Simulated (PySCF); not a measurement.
FGeH7Si2, SMILES F[SiH2][SiH2][GeH3].

Coordinates come from a r2SCAN-D4/def2-SVP optimisation. This is a generated structure with no PubChem entry under its InChIKey; it may be hypothetical. The values are those of a single conformer.

These are PBE/def2-TZVP in PySCF values and carry that method's errors.

Symmetry labels are those of the subgroup Cs that the program uses (full group Cs).

**Question.** List the valence orbital energies around the gap with their symmetry. (An estimate is asked for; the answer gives what the named calculation found.)

**Answer.** 
```
orbital  symmetry  energy (eV)
-------  --------  -----------
HOMO−7         A"       -10.48
HOMO−6         A'       -10.19
HOMO−5         A"        -9.06
HOMO−4         A'        -8.63
HOMO−3         A"        -8.36
HOMO−2         A"        -8.18
HOMO−1         A'        -7.64
HOMO           A'        -6.99
LUMO           A'        -1.78
LUMO+1         A"        -0.85
LUMO+2         A'        -0.58
LUMO+3         A'        -0.22
```
